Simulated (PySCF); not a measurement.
## Computed vibrations of [TlBr2]+

[TlBr2]+ (singlet). PySCF 2.14.0, RKS PBE0, Tl def2-SVP with ECP60, Br def2-SVP; non-relativistic Hamiltonian with scalar-relativistic core potentials where named; density fitting; no spin-orbit coupling. Central differences of gradients.

```xyz
3

Tl    0.0000    0.0000    0.0000
Br    2.4300    0.0000    0.0000
Br   -2.4300    0.0000    0.0000
```

Run from Python with OMP_NUM_THREADS=2. Where DIIS fails, smearing, a level shift and second-order steps follow.
It took 14 s on 2 threads of Arm Neoverse V1, on a shared host.

(1) What are the harmonic wavenumbers and infrared intensities?

(2) Is this a minimum?

## Answers

(1) Modes are labelled in D∞h; negative numbers are unstable modes, those under 60 cm⁻¹ near the noise; a finer grid moves soft modes by up to 10 cm⁻¹.
| cm⁻¹ | km/mol | symmetry |
| --- | --- | --- |
| 55 | 1.1 | πu |
| 55 | 1.1 | πu |
| 212 | 0.0 | σg+ |
| 301 | 15.1 | σu+ |

(2) Yes, within the noise of the softest modes. Ideal gas at 298.15 K and 1 bar: S = 315.7 J/(mol K), Cp = 60.3 J/(mol K), H − H(0 K) = 15.5 kJ/mol (rigid rotor, harmonic modes, spin degeneracy alone; the modes under 60 cm⁻¹ make these uncertain).
